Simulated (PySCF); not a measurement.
F$_{6}$Mo, charge -1, doublet, geometry from GFN2-xTB (such geometries of metal compounds can be far from the true shape) (the multiplicity is a formal guess) (core potentials on Mo) (in this run its highest filled SCF level lies above zero, so its values depend strongly on the basis, on diffuse functions most of all); DF-R2SCAN/def2-SVP in PySCF.

PySCF was given this input:
```python
from pyscf import gto, scf, dft

mol = gto.M(
    atom='''
Mo   -0.00000000   -0.00000000   -0.00000000
F     1.14023768   -0.48120813   -1.45171224
F    -1.14023768    0.48120813    1.45171224
F    -1.11259570    0.74936569   -1.12227778
F    -0.93077908   -1.65515604   -0.18242930
F     0.93077908    1.65515604    0.18242930
F     1.11259570   -0.74936569    1.12227778
''',
    basis='def2-svp',
    ecp={'Mo': 'def2-svp'},
    charge=-1,
    spin=1,
    verbose=4,
)

mf = dft.UKS(mol)
mf.xc = 'r2scan'
mf.conv_tol_grad = 1e-3
mf = mf.density_fit(auxbasis='def2-universal-jkfit')
mf.kernel()
```

Output, abridged:

```
PySCF version 2.14.0

[INPUT] verbose = 4
[INPUT] num. atoms = 7
[INPUT] num. electrons = 69
[INPUT] charge = -1
[INPUT] spin (= nelec alpha-beta = 2S) = 1
[INPUT] symmetry False subgroup None
[INPUT] Mole.unit = angstrom
[INPUT] Symbol           X                Y                Z      unit          X                Y                Z       unit  Magmom
[INPUT]  1 Mo     0.000000000000   0.000000000000   0.000000000000 AA    0.000000000000   0.000000000000   0.000000000000 Bohr   0.0
[INPUT]  2 F      1.140237680000  -0.481208130000  -1.451712240000 AA    2.154736932109  -0.909351574614  -2.743338545279 Bohr   0.0
[INPUT]  3 F     -1.140237680000   0.481208130000   1.451712240000 AA   -2.154736932109   0.909351574614   2.743338545279 Bohr   0.0
[INPUT]  4 F     -1.112595700000   0.749365690000  -1.122277780000 AA   -2.102501160369   1.416095921246  -2.120797639885 Bohr   0.0
[INPUT]  5 F     -0.930779080000  -1.655156040000  -0.182429300000 AA   -1.758917543675  -3.127791609020  -0.344741414096 Bohr   0.0
[INPUT]  6 F      0.930779080000   1.655156040000   0.182429300000 AA    1.758917543675   3.127791609020   0.344741414096 Bohr   0.0
[INPUT]  7 F      1.112595700000  -0.749365690000   1.122277780000 AA    2.102501160369  -1.416095921246   2.120797639885 Bohr   0.0

nuclear repulsion = 446.823767073075
number of shells = 47
number of NR pGTOs = 201
number of NR cGTOs = 115
basis = def2-svp
ecp = {'Mo': 'def2-svp'}

******** <class 'pyscf.df.df_jk.DFUKS'> ********
method = DFUKS
initial guess = minao
damping factor = 0
level_shift factor = 0
DIIS = <class 'pyscf.scf.diis.CDIIS'>
diis_start_cycle = 1
diis_space = 8
diis_damp = 0
SCF conv_tol = 1e-09
SCF conv_tol_grad = 0.001
SCF max_cycles = 50
direct_scf = False
number electrons alpha = 35  beta = 34
XC library pyscf.dft.libxc version 7.1.2
    S. Lehtola, C. Steigemann, M. J. T. Oliveira, and M. A. L. Marques,  SoftwareX 7, 1–5 (2018)
XC functionals = r2scan
    J. W. Furness, A. D. Kaplan, J. Ning, J. P. Perdew, and J. Sun,  J. Phys. Chem. Lett. 11, 8208–8215 (2020)
    J. W. Furness, A. D. Kaplan, J. Ning, J. P. Perdew, and J. Sun,  J. Phys. Chem. Lett. 11, 9248–9248 (2020)
    J. W. Furness, A. D. Kaplan, J. Ning, J. P. Perdew, and J. Sun,  J. Phys. Chem. Lett. 11, 8208–8215 (2020)
    J. W. Furness, A. D. Kaplan, J. Ning, J. P. Perdew, and J. Sun,  J. Phys. Chem. Lett. 11, 9248–9248 (2020)
radial grids:
    Treutler-Ahlrichs [JCP 102, 346 (1995); DOI:10.1063/1.469408] (M4) radial grids

becke partition: Becke, JCP 88, 2547 (1988); DOI:10.1063/1.454033
pruning grids: <function nwchem_prune>
grids dens level: 3
symmetrized grids: False
atomic radii adjust function: <function treutler_atomic_radii_adjust>
small_rho_cutoff = 0
tot grids = 108016
init E= -659.203287484406

cycle= 1 E= -666.447258272661  delta_E= -7.24  |g|= 1.17  |ddm|= 2.36

cycle= 2 E= -659.428219357061  delta_E= 7.02  |g|= 3.97  |ddm|= 3.45
cycle= 3 E= -666.727094863724  delta_E= -7.3  |g|= 0.701  |ddm|= 3.23
cycle= 4 E= -666.900230494409  delta_E= -0.173  |g|= 0.273  |ddm|= 0.645
cycle= 5 E= -666.918603229879  delta_E= -0.0184  |g|= 0.145  |ddm|= 0.288
cycle= 6 E= -666.92758785992  delta_E= -0.00898  |g|= 0.0133  |ddm|= 0.12
cycle= 7 E= -666.92766670945  delta_E= -7.88e-05  |g|= 0.00284  |ddm|= 0.014
cycle= 8 E= -666.92766808715  delta_E= -1.38e-06  |g|= 0.00241  |ddm|= 0.00329
cycle= 9 E= -666.927670310527  delta_E= -2.22e-06  |g|= 0.000237  |ddm|= 0.00187
cycle= 10 E= -666.927670352744  delta_E= -4.22e-08  |g|= 6.63e-05  |ddm|= 0.000393
cycle= 11 E= -666.92767035474  delta_E= -2e-09  |g|= 1.45e-05  |ddm|= 7.35e-05
cycle= 12 E= -666.927670354819  delta_E= -7.98e-11  |g|= 9.68e-06  |ddm|= 2.96e-05
Extra cycle  E= -666.927670354722  delta_E= 9.78e-11  |g|= 1.97e-05  |ddm|= 2.73e-05
converged SCF energy = -666.927670354722  <S^2> = 0.75326127  2S+1 = 2.0032586
```
